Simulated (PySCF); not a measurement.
HSe, SMILES [SeH] (connectivity only; charge and spin as stated), charge -1, multiplicity 1. Atoms are numbered in the order given.

```xyz
2

Se     0.0000     0.0000    -0.0421
H      0.0000     0.0000     1.4313
```
Charge -1, spin multiplicity 1.

Coordinates come from a PBE0-D3(BJ)/def2-TZVPD optimisation. The spin state was assumed, not searched.

Method: PySCF with r2SCAN/def2-TZVPD.

Mulliken values depend strongly on the basis, most of all with diffuse functions as here. Atomic charges (e):

```csv
atom,IAO,Mulliken
Se1,[?],-1.04
H2,[?],0.04
```

Problem. Fill in the missing entries. (The exact figures need the calculation; the answer reports its results.)

Solution. 
- Se1, IAO: -1.01
- H2, IAO: 0.01
